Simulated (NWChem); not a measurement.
Program: NWChem. System: H₄BClS, charge 0, spin multiplicity 1, at a geometry optimised with PBE/def2-SVP. The structure started from a generated list of species. Level: PBE/6-31+G* (spherical d).

Job file:

```
start mol
memory heap 200 mb stack 900 mb global 1100 mb
geometry units angstroms nocenter noautoz
  B     -0.952337    -0.159237     0.000000
  H     -1.577453     0.005911    -1.036810
  H     -1.577453     0.005911     1.036810
  Cl     0.202912    -1.578992     0.000000
  S      0.146908     1.565908     0.000000
  H      1.058280     1.286342     0.980557
  H      1.058280     1.286342    -0.980557
  symmetry group Cs
end
basis spherical
  * library 6-31+g*
end
dft
  xc xpbe96 cpbe96
  semidirect memsize 60000000 filesize 0
  iterations 100
end
task dft energy
```

Part of the output:

```
             Northwest Computational Chemistry Package (NWChem) 7.3.0
             --------------------------------------------------------

                                NWChem Input Module
                                -------------------

 Scaling coordinates for geometry "geometry" by  1.889725989
 (inverse scale =  0.529177249)

 Turning off AUTOSYM since
 SYMMETRY directive was detected!

                             Geometry "geometry" -> ""
                             -------------------------

 Output coordinates in angstroms (scale by  1.889725989 to convert to a.u.)

  No.       Tag          Charge          X              Y              Z
 ---- ---------------- ---------- -------------- -------------- --------------
    1 B                    5.0000    -0.95233700    -0.15923700     0.00000000
    2 H                    1.0000    -1.57745300     0.00591100    -1.03681000
    3 H                    1.0000    -1.57745300     0.00591100     1.03681000
    4 Cl                  17.0000     0.20291200    -1.57899200     0.00000000
    5 S                   16.0000     0.14690800     1.56590800     0.00000000
    6 H                    1.0000     1.05828000     1.28634200     0.98055700
    7 H                    1.0000     1.05828000     1.28634200    -0.98055700

 Effective nuclear repulsion energy (a.u.)     130.2040594025

            Nuclear Dipole moment (a.u.)
            ----------------------------
        X                 Y               Z
 ---------------- ---------------- ----------------
     0.0000018897    -0.0000283459     0.0000000000

      Symmetry information
      --------------------

 Group name             Cs
 Group number              2
 Group order               2
 No. of unique centers     5

      Symmetry unique atoms

     1    2    4    5    6


 Summary of "ao basis" -> "" (spherical)
 ------------------------------------------------------------------------------
       Tag                 Description            Shells   Functions and Types
 ---------------- ------------------------------  ------  ---------------------
 *                          6-31+g*                   on all atoms
[...]
 Vector   21  Occ=2.000000D+00  E=-2.349928D-01  Symmetry=a"
              MO Center= -2.6D-01, -1.1D+00, -4.8D-16, r^2= 2.6D+00
   Bfn.  Coefficient  Atom+Function         Bfn.  Coefficient  Atom+Function
  ----- ------------  ---------------      ----- ------------  ---------------
    31      0.622968  4 Cl pz                35      0.329987  4 Cl pz
    27     -0.242470  4 Cl pz                 5     -0.203026  1 B  pz
    20      0.200029  2 H  s                 22     -0.200029  3 H  s
    19      0.149528  2 H  s                 21     -0.149528  3 H  s
    68      0.087906  6 H  s                 70     -0.087906  7 H  s

 Vector   22  Occ=0.000000D+00  E=-6.239442D-02  Symmetry=a"
              MO Center=  4.3D-01,  1.4D+00, -2.6D-13, r^2= 2.8D+00
   Bfn.  Coefficient  Atom+Function         Bfn.  Coefficient  Atom+Function
  ----- ------------  ---------------      ----- ------------  ---------------
    57      0.919175  5 S  pz                68     -0.851249  6 H  s
    70      0.851249  7 H  s                 53      0.538354  5 S  pz
    67     -0.213800  6 H  s                 69      0.213800  7 H  s
    49     -0.187268  5 S  pz                65      0.140253  5 S  d  1
    61     -0.135179  5 S  pz                 9     -0.110020  1 B  pz

 Vector   23  Occ=0.000000D+00  E=-5.960980D-02  Symmetry=a'
              MO Center=  8.4D-01,  1.3D+00,  2.4D-13, r^2= 5.4D+00
   Bfn.  Coefficient  Atom+Function         Bfn.  Coefficient  Atom+Function
  ----- ------------  ---------------      ----- ------------  ---------------
    10      1.040269  1 B  s                 54     -0.856257  5 S  s
    55     -0.625008  5 S  px                68      0.585003  6 H  s
    70      0.585003  7 H  s                 36     -0.466405  4 Cl s
    51     -0.390179  5 S  px                59      0.352271  5 S  px
    11      0.337807  1 B  px                 6     -0.314428  1 B  s

 Vector   24  Occ=0.000000D+00  E=-2.024048D-02  Symmetry=a'
              MO Center=  1.6D-01,  1.4D+00, -6.2D-15, r^2= 6.6D+00
   Bfn.  Coefficient  Atom+Function         Bfn.  Coefficient  Atom+Function
  ----- ------------  ---------------      ----- ------------  ---------------
     6      0.998923  1 B  s                 10      0.595927  1 B  s
    60      0.578882  5 S  py                58     -0.565795  5 S  s
    59      0.532272  5 S  px                 8      0.450991  1 B  py
    55      0.447170  5 S  px                12      0.420213  1 B  py
     7      0.393857  1 B  px                56      0.357641  5 S  py

 center of mass
 --------------
 x =   0.00602792 y =  -0.09908484 z =   0.00000000

 moments of inertia (a.u.)
 ------------------
         618.067178399712          -1.997922065714           0.000000000000
          -1.997922065714          83.890439216124           0.000000000000
           0.000000000000           0.000000000000         672.640574320271

     Multipole analysis of the density
     ---------------------------------

     L   x y z        total         alpha         beta         nuclear
     -   - - -        -----         -----         ----         -------
     0   0 0 0     -0.000000    -21.000000    -21.000000     42.000000

     1   1 0 0      0.861594      0.430796      0.430796      0.000002
     1   0 1 0      1.498519      0.749274      0.749274     -0.000028
     1   0 0 1      0.000000      0.000000      0.000000      0.000000

     2   2 0 0    -25.658796    -35.678166    -35.678166     45.697535
     2   1 1 0      1.831733     -2.112716     -2.112716      6.057165
     2   1 0 1     -0.000000     -0.000000     -0.000000      0.000000
     2   0 2 0    -27.222968   -165.478059   -165.478059    303.733150
     2   0 1 1     -0.000000     -0.000000     -0.000000      0.000000
     2   0 0 2    -24.753233    -19.648971    -19.648971     14.544709

 Task  times  cpu:        2.9s     wall:        2.9s

 Total times  cpu:        3.0s     wall:        3.0s
```
